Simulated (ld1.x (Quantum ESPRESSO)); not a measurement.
## Before and after: TM potential for Rh (Z = 45)

rhodium, norm-conserving Troullier–Martins (Kleinman–Bylander form), made with ld1.x (Quantum ESPRESSO) 7.5 (PBE, scalar-relativistic). Core [Ar] 3d10, reference 4s2 4p6 4d9 5s0 5p0. Waves: 4s (bound): rc 1.15 bohr; 4d (bound): rc 1.50 bohr; 4p (bound): rc 1.70 bohr. Local part: the p channel. Core correction: none.

All-electron outer shells of the reference configuration (PBE, scalar-relativistic, ld1.x):

```csv
shell,level (eV),outermost node (bohr),outermost maximum (bohr)
3p,-479.63,0.15,0.34
3d,-297.37,–,0.29
4s,-79.41,0.47,0.88
4p,-47.45,0.47,0.94
4d,-3.59,0.46,1.15
5s,-3.36,1.20,2.77
5p,-0.41,1.37,4.45
```

Change: wave 4p (bound): rc 1.70 bohr becomes 4p (bound): rc 2.54 bohr.

Cutoffs: the cutoffs (Ry, on a coarse ladder) from which the occupation-weighted sum of valence levels, in a spherical-Bessel basis at the reference potential, stays within 10 and 1 mRy of its value at 400 Ry; they do not see the model core or the augmentation charge, which bear on the density cutoff. Errors are all-electron minus pseudo energies relative to the spin-unpolarised reference configuration.

Task: Predict the effect on cutoff, ghosts and configuration errors.

Result: The potential gets neither clearly harder nor softer (110 Ry and 200 Ry → 110 Ry and 200 Ry); the s channel sets the loose cutoff, while the largest relative change is in p, which becomes softer; of the 7 tests that both files solve, the error grows in 4 and shrinks in 3 by more than 15 % and 0.3 meV (median size 153.4 → 77.5 meV); neither file shows a bound ghost.

| quantity | base | changed |
| --- | --- | --- |
| cutoff, loose | 110 Ry | 110 Ry |
| cutoff, tight | 200 Ry | 200 Ry |
| loose cutoff by channel (10 mRy a level) | s 100 Ry, d 50 Ry, p 30 Ry | s 100 Ry, d 50 Ry, p 25 Ry |
| bound ghosts | none | none |
| error for 4s2 4p6 4d8 5s1 5p0, meV [ΔE 0.91 eV] | +214 | -78 |
| error for 4s2 4p6 4d8 5s0 5p0, meV [ΔE 8.37 eV] | +3.4 | -18 |
| error for 4s2 4p6 4d7 5s0 5p0, meV [ΔE 27.88 eV] | +21 | -85 |
| error for 4s2 4p6 4d7 5s1 5p0, meV [ΔE 12.04 eV] | +338 | -39 |
| error for 4s2 4p5 4d8 5s1 5p0, meV [ΔE 57.54 eV] | +333 | -9.2 |
| error for 4s2 4p6 4d5 5s0 5p0, meV [ΔE 107.33 eV] | +153 | -265 |
| error for 4s2 4p6 4d6 5s0 5p0, meV [ΔE 60.39 eV] | +66 | -184 |
